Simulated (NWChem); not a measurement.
# InI, singlet; SMILES [In][I]

Program: NWChem. Medium grid unless said otherwise, to which SCAN and Minnesota functionals are sensitive. Low-valent species are run as closed-shell singlets; no triplet was tried in these runs. The geometry was optimised at PBE0/def2-SVP. def2 effective core potentials on In, I; no spin-orbit coupling.

For level MN15/def2-SVP:

| Quantity | Value |
|---|---|
| highest occupied level (eV) | -7.31 |
| orbital gap (eV) | 5.67 |

**Question.** Estimate the same quantities for level SCAN/def2-SVP.

**Answer.** The highest occupied level (eV) is -6.19 and the orbital gap (eV) comes out as 3.69.
